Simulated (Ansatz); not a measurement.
Reaction (ligand exchange at the Si–O bond): `O[SiH2]OBF` + `O[SiH](F)F` → `O[SiH2]O[SiH](F)F` + `OBF`

Isolated molecules relaxed with PBE0-D4/def2-TZVP in Ansatz; ΔE leaves out vibrations. CCSD(T)/CBS adds triple-zeta CCSD(T) − MP2 to the extrapolated MP2 energy (def2 sets, frozen cores). This one scheme is used for every species. Functionals use def2-TZVPP. One conformer a species, not always the lowest.

`O[SiH2]OBF`:

Z-matrix (Å, degrees):
```
Si
O 1 1.648
O 1 1.635 2 113.0
H 1 1.474 2 107.4 3 116.7
H 1 1.482 2 105.9 3 -122.1
B 2 1.341 1 138.5 3 5.3
H 3 0.958 1 119.3 2 -76.3
F 6 1.325 2 118.3 1 -177.8
H 6 1.197 2 123.4 1 2.7
```

`O[SiH](F)F`:

Z-matrix (Å, degrees):
```
Si
F 1 1.584
F 1 1.584 2 105.5
O 1 1.614 2 111.2 3 -120.7
H 1 1.463 2 110.2 3 118.9
H 4 0.958 1 120.9 2 58.5
```

`O[SiH2]O[SiH](F)F`:

Z-matrix (Å, degrees):
```
Si
O 1 1.641
O 1 1.634 2 111.2
H 1 1.481 2 106.0 3 -120.9
H 1 1.476 2 109.4 3 116.7
Si 2 1.601 1 153.2 3 -92.7
H 3 0.958 1 118.8 2 -74.6
F 6 1.580 2 109.2 1 -117.4
F 6 1.582 2 110.3 1 -0.2
H 6 1.465 2 111.8 1 121.8
```

`OBF`:

```xyz
5

O     0.384   -0.925    0.067
B    -0.012    0.350    0.217
F    -0.749    0.940   -0.722
H     0.083   -1.325   -0.756
H     0.295    0.960    1.194
```

```json
{"level": "PBE0-D4", "ΔE (kJ/mol)": "-21.2"}
{"level": "ωB97M-V", "ΔE (kJ/mol)": "-20.2"}
{"level": "HF/CBS(def2)", "ΔE (kJ/mol)": "-23.1"}
{"level": "CCSD/CBS(def2)", "ΔE (kJ/mol)": "-21.7"}
```

Task: What does CCSD(T)/CBS give? (An estimate is asked.)

Result: Computed: -21.4 kJ/mol. The listed levels differ from it by 0.2, 1.2, -1.7, -0.3 kJ/mol.

Largest T1 diagnostic among the species: 0.013.
